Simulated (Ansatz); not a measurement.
`C=C[SiH](F)Cl`, 9 atoms. Charge 0, multiplicity 1. All runs use 4 threads of an AMD EPYC 7B13 on a shared host. Correlated methods freeze the cores.

Problem. How many basis functions does each run have, and how long does it take in Ansatz? RKS SPW92 (LDA)/def2-TZVPP energy; RKS PBE0-D4/def2-TZVP relaxation (11 steps); RKS PBE0-D4/def2-SVP energy; RHF-MP2/def2-QZVPP energy; RKS PBE0-D4/def2-QZVPP energy; RKS ωB97M-V/def2-QZVPP energy; RKS CAM-B3LYP-D4/def2-TZVPP energy; RKS PBE0-D4/def2-TZVP frequencies; direct RPA on PBE orbitals/def2-TZVPP energy; RKS r2SCANh-D4/def2-TZVPP energy; RKS LC-ωPBE/def2-TZVPP energy; RKS ωB97M-V/def2-SVP energy. (An estimate is asked.)

Solution. Ansatz gave: Other jobs shared the machine, so times are rough.

| level | job | functions | wall time | peak host memory (GiB) |
| --- | --- | --- | --- | --- |
| RKS PBE0-D4/def2-SVP | energy | 98 | 0.8 s | 0.45 |
| RKS SPW92 (LDA)/def2-TZVPP | energy | 233 | 0.9 s | 0.3 |
| RKS LC-ωPBE/def2-TZVPP | energy | 233 | 1.8 s | 0.45 |
| RKS CAM-B3LYP-D4/def2-TZVPP | energy | 233 | 2.5 s | 0.65 |
| RKS ωB97M-V/def2-SVP | energy | 98 | 2.7 s | 0.45 |
| direct RPA on PBE orbitals/def2-TZVPP | energy | 233 | 3.1 s | 0.51 |
| RKS r2SCANh-D4/def2-TZVPP | energy | 233 | 3.4 s | 0.61 |
| RKS PBE0-D4/def2-QZVPP | energy | 431 | 5.5 s | 1.5 |
| RKS ωB97M-V/def2-QZVPP | energy | 431 | 11 s | 1.8 |
| RHF-MP2/def2-QZVPP | energy | 431 | 12 s | 2.2 |
| RKS PBE0-D4/def2-TZVP | relaxation (11 steps) | 191 | 28 s | 0.52 |
| RKS PBE0-D4/def2-TZVP | frequencies | 191 | 91 s | 0.52 |

LC-ωPBE has ω = 0.4 bohr⁻¹.
